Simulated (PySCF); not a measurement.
# Bond length, frequency and bond energy of MgSn⁺ by level of theory

State: ²Π (doublet), unpaired electrons π ↑. Set-up: Mg x2c-SVPall, Sn x2c-SVPall; spin-free X2C with a Gaussian nucleus (PySCF 2.14). De refers to Mg + Sn⁺ in their high-spin ground configurations, without counterpoise correction. The functionals are run spin-unrestricted. A positive dipole points towards Sn; it is taken about the centre of mass and depends on that origin.

```tsv
Level	Re (Å)	ωe (cm⁻¹)	De (eV)	μ (D)
UHF	3.051	173	1.21	-7.47
UHF-MP2	2.988	195	1.53	n/a
UHF-SCS-MP2	3.018	185	1.42	n/a
UHF-CCSD	3.011	187	1.46	n/a
UHF-CCSD(T)	3.005	188	1.53	n/a
PBE	2.960	191	1.91	-6.69
r²SCAN	2.936	200	2.01	-7.25
r²SCANh	2.935	199	1.97	-7.30
PBE0	2.950	195	1.84	-7.02
B97-3	2.982	186	1.68	-6.76
BHandHLYP	2.967	189	1.60	-7.04
```

(1) Which functional lies closest to UHF-CCSD(T) in De, which farthest, and by how much do they differ from it?

(2) What does a quarter of exact exchange do here, going from PBE to PBE0?

(3) What does second-order correlation do here, going from UHF to UHF-MP2?

Correlated steps freeze 19 core orbitals. Correlated levels converge slowly with the basis: in double zeta they bind strong bonds too weakly, by up to about 1 eV, and carry superposition errors of some tenths. These are scalar-relativistic numbers at best; spin–orbit coupling would shift them, the dissociation energy most. For an ion De counts to the pair picked by the measured ionisation energies or electron affinities, which need not be the lowest pair at this level. The state is the lowest determinant that a PBE0 search found; another state may lie lower at other levels.

The whole job (state search and all levels along the bond) took about 1.5 min on 1 thread of Intel Xeon 6975P-C (shared host), peak memory 0.63 GiB.

Answers

(1) Closest is BHandHLYP (-3.8 pm in Re, +0.5 % in ωe, +0.07 eV in De against UHF-CCSD(T) in the same basis), farthest r²SCAN (-6.9 pm in Re, +6.4 % in ωe, +0.48 eV in De). CCSD(T) converges more slowly with the basis than the functionals do and binds too weakly in this one, so the order can change at the basis-set limit.

(2) PBE0 less PBE: -1.0 pm in Re, +2.1 % in ωe, -0.07 eV in De. Exact exchange removes part of the self-interaction that spreads semilocal densities, and in most molecules shortens and stiffens the bond and lowers De; so it does here.

(3) UHF-MP2 less UHF: -6.3 pm in Re, +12.7 % in ωe, +0.32 eV in De. Correlation nearly always deepens the well. The bond shortens, as in weak, metallic or heavy-atom bonds, where dispersion and the correlation of outer-core electrons pull the atoms together.
